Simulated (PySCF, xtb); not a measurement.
BrGaH3N, SMILES [NH2][GaH][Br]. Other conformers were not sampled.

Harmonic wavenumbers (cm⁻¹) from GFN2-xTB (xtb) at its own minimum, in rising order: 114, 182, 276, 303, 352, 466, 592, 621, 1448, 1770, 3372, 3431.

### Question
What does B3LYP-D3(BJ)/def2-SVP run with PySCF 2.14.0 give at its own minimum? (An estimate is asked for; the answer gives what the named calculation found.)

### Answer
142, 258, 294, 366, 507, 565, 719, 746, 1508, 2024, 3576, 3683. Paired by order, the mean absolute difference is 122 cm⁻¹ and the zero-point energies are 18.5 and 20.6 kcal/mol.
